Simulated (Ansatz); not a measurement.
Consider the ligand exchange at a B–O bond: `BOB(F)S` + `O[SiH3]` → `FB(S)O[SiH3]` + `BO`.

Calculated with Ansatz (gas phase, PBE0-D4/def2-TZVP geometries, no zero-point term in ΔE). CCSD(T)/CBS is the MP2 limit (def2-TZVPP, def2-QZVPP) plus CCSD(T) − MP2 in def2-TZVPP, frozen cores. This one scheme is used for every species. Functionals use def2-TZVPP. B3LYP here is the variant with VWN-RPA as its local correlation; programs differ in this. HSE06 is defined as in plane-wave codes. One conformer a species, not always the lowest.

Is it downhill or uphill in electronic energy at CCSD(T)/CBS, and by how much? (An estimate is asked.)

Ansatz gave: Downhill: ΔE = -0.32 eV.

What do these levels give: LDA (SPW92), r2SCAN-D4, B3LYP-D4, HSE06-D4, ωB97X-V, RPA@PBE/def2-TZVPP, HF/def2-SVP, MP2/def2-TZVPP, SCS-MP2/def2-TZVPP, HF/def2-QZVPP, HF/CBS(def2), MP2/CBS(def2)? (Best estimate.)

The calculation gave: LDA (SPW92) -0.33, r2SCAN-D4 -0.33, B3LYP-D4 -0.34, HSE06-D4 -0.34, ωB97X-V -0.34, RPA@PBE/def2-TZVPP -0.35, HF/def2-SVP -0.38, MP2/def2-TZVPP -0.34, SCS-MP2/def2-TZVPP -0.34, HF/def2-QZVPP -0.31, HF/CBS(def2) -0.30, MP2/CBS(def2) -0.32 eV.

What do rigid-rotor, harmonic-oscillator terms from PBE0-D4/def2-TZVP frequencies (298.15 K, 1 bar) make of the CCSD(T)/CBS value? (An estimate is asked.)

Computed: ΔZPE = +0.03 eV, ΔH = -0.29 eV, ΔS = 2 J/(mol·K), ΔG = -0.30 eV. Modes under 50 cm⁻¹ make the entropy rough.

Largest T1 diagnostic among the species: 0.014.

At CCSD(T), def2-SVP lies −0.10 eV from the extrapolated value and def2-TZVPP −0.01 eV. Leaving LDA and LC-ωPBE aside and taking each functional with its dispersion term where it has one, the values, not all of them listed here, spread over 0.03 eV, from BLYP-D4 to B97M-V.
